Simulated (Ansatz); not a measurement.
This Ansatz (a first-principles code) input (PBE0/cc-pV(Q+d)Z) gives -597.61815 Eh with 174 basis functions. A basis named .json is the Basis Set Exchange file of that set (core-valence sets with the plain set on hydrogen).

Ansatz 0.2 input:
```yaml
crystal:
  periodic: [false, false, false]
  atoms:
    - {symbol: F, position_ang: [-1.21299123, -0.50470806, 0.01613613]}
    - {symbol: S, position_ang: [-0.00574452, 0.55322190, 0.00745691]}
    - {symbol: F, position_ang: [1.22320370, -0.47879753, -0.02939285]}
basis:
  gaussian:
    orbitals: cc-pV_Q+d_Z.json
hamiltonian:
  xc: {name: PBE0}
magnetization: {spin_polarized: false}
```

Change:
```diff
- orbitals: cc-pV_Q+d_Z.json
+ orbitals: pcseg-2
```

Task: What does the run give now?

Result: -597.60261 Eh (PBE0/pcseg-2, 94 functions), a change of +15.54 mEh.
